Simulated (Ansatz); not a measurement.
C₂H₅OSi, SMILES `C=C[SiH]O` radical. The species carries charge 0 and has multiplicity 2.

| atom | x (Å) | y (Å) | z (Å) |
| --- | --- | --- | --- |
| C1 | 1.2175 | 0.7029 | 0.3614 |
| C2 | 0.7849 | -0.4960 | -0.0386 |
| Si3 | -0.9924 | -0.9446 | -0.2443 |
| O4 | -2.0103 | 0.3495 | -0.1099 |
| H5 | 2.2706 | 0.9138 | 0.5227 |
| H6 | 0.5346 | 1.5313 | 0.5271 |
| H7 | 1.5194 | -1.2869 | -0.1883 |
| H8 | -1.2673 | -1.5560 | -1.5718 |
| H9 | -2.0571 | 0.7860 | 0.7419 |

(1) List the harmonic frequencies (cm⁻¹, unscaled) at PBE0-D4/def2-TZVP in Ansatz. (Best estimate.)

(2) Is this a minimum?

(3) Give the ideal-gas thermochemistry at 298.15 K and 1 bar (rigid rotor, harmonic oscillator; point group C1, symmetry number 1).

(4) Rotational constants (cm⁻¹)?

Results:

(1) Ansatz gave: 129, 180, 208, 394, 438, 628, 671, 760, 857, 900, 968, 1004, 1032, 1281, 1427, 1625, 2207, 3131, 3141, 3216, 3922.

(2) Yes, all 21 modes are real.

(3) Zero-point energy 168.2 kJ/mol; H(298) − E = 186.0 kJ/mol; entropy 318.4 J/(mol·K), of which translation 162.4, rotation 105.0, vibration 45.2, electronic 5.8; G(298) − E = 91.1 kJ/mol.

(4) 0.4073, 0.1394, 0.106.
